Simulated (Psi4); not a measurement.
Cl₃In (SMILES [Cl][In]([Cl])[Cl]), singlet, geometry from GFN2-xTB (such geometries of metal compounds can be far from the true shape) (all electrons, no relativity); B3LYP5/STO-3G run with Psi4.

Here is a job for Psi4.
```
memory 2 GB

molecule {
0 1
  In   -0.00000000   -0.00000000    0.00000000
  Cl    2.24449596   -0.20389963   -0.44000345
  Cl   -0.90325628   -1.01151285    1.85308124
  Cl   -1.34123968    1.21541248   -1.41307779
}

set basis sto-3g
set scf_type pk
set puream true
set d_convergence 1e-8
set dft_radial_points 99
set dft_spherical_points 590

energy('b3lyp5')
print_variables()
```

The log (banner, timings and long lists left out):

```
   => Loading Basis Set <=

    Name: STO-3G
    Role: ORBITAL
    Keyword: BASIS

         ---------------------------------------------------------
                                   SCF
               by Justin Turney, Rob Parrish, Andy Simmonett
                          and Daniel G. A. Smith
                              RKS Reference
         ---------------------------------------------------------

  ==> Geometry <==

    Molecular point group: c2v
    Full point group: D1h

    Geometry (in Angstrom), charge = 0, multiplicity = 1:

       Center              X                  Y                   Z               Mass
    ------------   -----------------  -----------------  -----------------  -----------------
         IN           0.000000000000     0.000000000000     0.000000000000   114.903878776000
         CL           1.988644049140     0.000000000000    -1.148144180310    34.968852682000
         CL           0.000000000000     0.000000000000     2.296288360619    34.968852682000
         CL          -1.988644049140    -0.000000000000    -1.148144180310    34.968852682000

  Running in c2v symmetry.

  Rotational constants: A =      0.06095  B =      0.06095  C =      0.03047 [cm^-1]
  Rotational constants: A =   1827.22366  B =   1827.22365  C =    913.61183 [MHz]
  Nuclear repulsion =  691.246031408659064

  Charge       = 0
  Multiplicity = 1
  Electrons    = 100
  Nalpha       = 50
  Nbeta        = 50

  ==> Algorithm <==

  SCF Algorithm Type is PK.
  DIIS enabled.
  MOM disabled.
  Fractional occupation disabled.
  Guess Type is SAD.
  Energy threshold   = 1.00e-06
  Density threshold  = 1.00e-08
  Integral threshold = 1.00e-12

  ==> Primary Basis <==

  Basis Set: STO-3G
    Blend: STO-3G
    Number of shells: 26
    Number of basis functions: 54
    Number of Cartesian functions: 56
    Spherical Harmonics?: true
    Max angular momentum: 2

  ==> DFT Potential <==

   => LibXC <=

    Version 7.1.2
    S. Lehtola, C. Steigemann, M. J. T. Oliveira, and M. A. L. Marques,  SoftwareX 7, 1–5 (2018) (10.1016/j.softx.2017.11.002)

   => Composite Functional: B3LYP5 <=

    B3LYP5 Hyb-GGA Exchange-Correlation Functional

    P. J. Stephens, F. J. Devlin, C. F. Chabalowski, and M. J. Frisch,  J. Phys. Chem. 98, 11623 (1994) (10.1021/j100096a001)

    Deriv               =              1
    GGA                 =           TRUE
    Meta                =          FALSE

    Exchange Hybrid     =           TRUE
    MP2 Hybrid          =          FALSE

   => Exchange Functionals <=

    0.0800   Slater exchange
    0.7200         Becke 88

   => Exact (HF) Exchange <=

    0.2000               HF

   => Correlation Functionals <=

    0.1900   Vosko, Wilk & Nusair (VWN5)
    0.8100   Lee, Yang & Parr

   => LibXC Density Thresholds  <==

    XC_HYB_GGA_XC_B3LYP5:  1.00E-15

   => Molecular Quadrature <=

    Radial Scheme          =       TREUTLER
    Pruning Scheme         =           NONE
    Nuclear Scheme         =       TREUTLER

    Blocking Scheme        =         OCTREE
    BS radius alpha        =              1
    Pruning alpha          =              1
    Radial Points          =             99
    Spherical Points       =            590
    Total Points           =         205469
    Total Blocks           =           1627
    Max Points             =            256
    Max Functions          =             43
    Weights Tolerance      =       1.00E-15

  ==> Integral Setup <==

  Using in-core PK algorithm.
   Calculation information:
      Number of atoms:                   4
      Number of AO shells:              26
      Number of primitives:             78
      Number of atomic orbitals:        56
      Number of basis functions:        54

      Integral cutoff                 1.00e-12
      Number of threads:                 1

  Performing in-core PK
  Using 2206710 doubles for integral storage.
  We computed 35573 shell quartets total.
  Whereas there are 61776 unique shell quartets.

  ==> DiskJK: Disk-Based J/K Matrices <==

    J tasked:                  Yes
    K tasked:                  Yes
    wK tasked:                  No
    Schwarz Cutoff:          1E-12

  Minimum eigenvalue in the overlap matrix is 3.3805831099E-01.
  Reciprocal condition number of the overlap matrix is 1.9199731927E-01.
    Using symmetric orthogonalization.

  ==> Pre-Iterations <==

  SCF Guess: Superposition of Atomic Densities via on-the-fly atomic UHF (no occupation information).

   -------------------------
    Irrep   Nso     Nmo
   -------------------------
     A1        25      25
     A2         4       4
     B1        15      15
     B2        10      10
   -------------------------
    Total      54      54
   -------------------------

  ==> Iterations <==

                        Total Energy        Delta E     RMS |[F,P]|

   @RKS iter SAD: -7048.03425245501876   -7.04803e+03   0.00000e+00
   @RKS iter   1: -7050.08444798817072   -2.05020e+00   1.40391e-02 DIIS/ADIIS
   @RKS iter   2: -7050.17480350366259   -9.03555e-02   7.54375e-03 DIIS/ADIIS
   @RKS iter   3: -7050.23612332462744   -6.13198e-02   1.43365e-03 DIIS/ADIIS
   @RKS iter   4: -7050.23840902710617   -2.28570e-03   8.50354e-05 DIIS
   @RKS iter   5: -7050.23841716655352   -8.13945e-06   3.03100e-06 DIIS
   @RKS iter   6: -7050.23841718397398   -1.74205e-08   3.11402e-07 DIIS
   @RKS iter   7: -7050.23841718416043   -1.86446e-10   1.08969e-08 DIIS
   @RKS iter   8: -7050.23841718415861    1.81899e-12   4.57389e-10 DIIS
  Energy and wave function converged.

  ==> Post-Iterations <==

   Electrons on quadrature grid:
      Ntotal   =  100.0000002551 ; deviation = 2.551e-07

    Orbital Energies [Eh]
    ---------------------

    Doubly Occupied:

[...]
    Virtual:

[...]
      25A1     0.209182

    Final Occupation by Irrep:
             A1    A2    B1    B2
    DOCC [    23,    4,   14,    9 ]
    NA   [    23,    4,   14,    9 ]
    NB   [    23,    4,   14,    9 ]

  @RKS Final Energy: -7050.23841718415861

   => Energetics <=

    Nuclear Repulsion Energy =            691.2460314086590643
    One-Electron Energy =              -11135.2694304905508034
    Two-Electron Energy =                3587.2123361705698699
    DFT Exchange-Correlation Energy =    -193.4273542728364248
    Empirical Dispersion Energy =           0.0000000000000000
    VV10 Nonlocal Energy =                  0.0000000000000000
    Total Energy =                      -7050.2384171841586067

Computation Completed

Properties will be evaluated at   0.000000,   0.000000,   0.000000 [a0]

Properties computed using the SCF density matrix

 Multipole Moments:

 ------------------------------------------------------------------------------------
     Multipole            Electronic (a.u.)      Nuclear  (a.u.)        Total (a.u.)
 ------------------------------------------------------------------------------------

 L = 1.  Multiply by 2.5417464519 to convert [e a0] to [Debye]
 Dipole X            :          0.0000000            0.0000000            0.0000000
 Dipole Y            :          0.0000000            0.0000000            0.0000000
 Dipole Z            :         -0.0000025            0.0000000           -0.0000025
 Magnitude           :                                                    0.0000025

 ------------------------------------------------------------------------------------

  Variable Map:
  ----------------------------------------------------------------------------
[...]
  Array Variable Map:
  ----------------------------------------------------------------------------
[...]
[...]
```
